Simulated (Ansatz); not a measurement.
CH6AlNSi, SMILES `C[SiH]1[NH][AlH]1`. Charge 0, multiplicity 1.

```xyz
10

C    -0.6914   -0.1841   -1.5408
Si   -0.5173    0.2965    0.2609
N     1.1167    0.5185    0.8784
Al    0.6045   -0.8106    1.9422
H    -1.7274   -0.4576   -1.7600
H    -0.4288    0.6593   -2.1873
H    -0.0502   -1.0296   -1.7959
H    -1.4358    1.4570    0.4828
H     1.8311    1.1814    0.6165
H     1.2987   -1.6308    3.1031
```

Problem. Give the diagnostics of a CCSD(T)/def2-TZVPP run (frozen core, Ansatz). (Best estimate.)

Solution. The calculation gave: T1 = 0.0134, largest single amplitude 0.029, largest double 0.063, (T) share of the correlation energy 4.1 %, 10 CCSD cycles. The RHF solution is stable towards an unrestricted one. T1 lies under the customary mark of 0.02 for closed shells.
